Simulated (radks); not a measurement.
The technetium ion Tc4+, 39 electrons, occupied as [Kr] 4d3 (the NIST ground configuration).

Method: Dirac Kohn-Sham, B86b exchange with PBE correlation, spin-unpolarised, spherical densities, point nucleus; open shells are shared between the two j in proportion to 2j + 1; computed with a radial shooting solver on a logarithmic mesh with Libxc functionals.

Energy parts (hartree):
part                        energy
total                  -4283.40289
kinetic                 4449.74727
electron-nucleus      -10283.04158
Hartree                 1677.54328
exchange-correlation    -127.65186

Orbitals (lengths in bohr, moments of r in powers of bohr):
[
 {"orbital": "1s1/2", "occ.": "2", "eigenvalue (hartree)": "-768.3854", "<r^2>": "0.001586", "<1/r>": "44.72", "small-component weight": "2.46e-02"},
 {"orbital": "2s1/2", "occ.": "2", "eigenvalue (hartree)": "-111.1115", "<r^2>": "0.02631", "<1/r>": "10.20", "small-component weight": "5.08e-03"},
 {"orbital": "2p1/2", "occ.": "2", "eigenvalue (hartree)": "-102.5913", "<r^2>": "0.01983", "<1/r>": "10.18", "small-component weight": "5.08e-03"},
 {"orbital": "2p3/2", "occ.": "4", "eigenvalue (hartree)": "-98.24441", "<r^2>": "0.02118", "<1/r>": "9.668", "small-component weight": "4.91e-03"},
 {"orbital": "3s1/2", "occ.": "2", "eigenvalue (hartree)": "-20.79434", "<r^2>": "0.1974", "<1/r>": "3.509", "small-component weight": "1.37e-03"},
 {"orbital": "3p1/2", "occ.": "2", "eigenvalue (hartree)": "-17.52071", "<r^2>": "0.1947", "<1/r>": "3.409", "small-component weight": "1.32e-03"},
 {"orbital": "3p3/2", "occ.": "4", "eigenvalue (hartree)": "-16.79329", "<r^2>": "0.2047", "<1/r>": "3.286", "small-component weight": "1.27e-03"},
 {"orbital": "3d3/2", "occ.": "4", "eigenvalue (hartree)": "-11.00591", "<r^2>": "0.1889", "<1/r>": "3.103", "small-component weight": "1.16e-03"},
 {"orbital": "3d5/2", "occ.": "6", "eigenvalue (hartree)": "-10.86600", "<r^2>": "0.1920", "<1/r>": "3.072", "small-component weight": "1.14e-03"},
 {"orbital": "4s1/2", "occ.": "2", "eigenvalue (hartree)": "-4.37926", "<r^2>": "1.230", "<1/r>": "1.314", "small-component weight": "3.28e-04"},
 {"orbital": "4p1/2", "occ.": "2", "eigenvalue (hartree)": "-3.40544", "<r^2>": "1.438", "<1/r>": "1.204", "small-component weight": "2.84e-04"},
 {"orbital": "4p3/2", "occ.": "4", "eigenvalue (hartree)": "-3.29135", "<r^2>": "1.506", "<1/r>": "1.169", "small-component weight": "2.73e-04"},
 {"orbital": "4d3/2", "occ.": "1.2", "eigenvalue (hartree)": "-1.81421", "<r^2>": "2.391", "<1/r>": "0.9161", "small-component weight": "1.79e-04"},
 {"orbital": "4d5/2", "occ.": "1.8", "eigenvalue (hartree)": "-1.79995", "<r^2>": "2.425", "<1/r>": "0.9087", "small-component weight": "1.76e-04"},
 {"orbital": "5s1/2", "occ.": "0", "eigenvalue (hartree)": "-1.39592", "<r^2>": "6.634", "<1/r>": "0.5393", "small-component weight": "7.99e-05"},
 {"orbital": "5p1/2", "occ.": "0", "eigenvalue (hartree)": "-1.13914", "<r^2>": "8.340", "<1/r>": "0.4799", "small-component weight": "6.64e-05"},
 {"orbital": "5p3/2", "occ.": "0", "eigenvalue (hartree)": "-1.11803", "<r^2>": "8.629", "<1/r>": "0.4707", "small-component weight": "6.47e-05"},
 {"orbital": "4f5/2", "occ.": "0", "eigenvalue (hartree)": "-0.67419", "<r^2>": "9.966", "<1/r>": "0.4163", "small-component weight": "3.90e-05"},
 {"orbital": "4f7/2", "occ.": "0", "eigenvalue (hartree)": "-0.67400", "<r^2>": "9.976", "<1/r>": "0.4159", "small-component weight": "3.89e-05"}
]

The highest occupied level is 4d5/2 at -48.979 eV. Summed over all electrons, <r^2> = 22.28 bohr^2, which gives a Langevin (diamagnetic) susceptibility term of -17.6 x 10^-6 cm^3/mol. The density falls to 0.001 e/bohr^3 at r = 3.03 bohr.
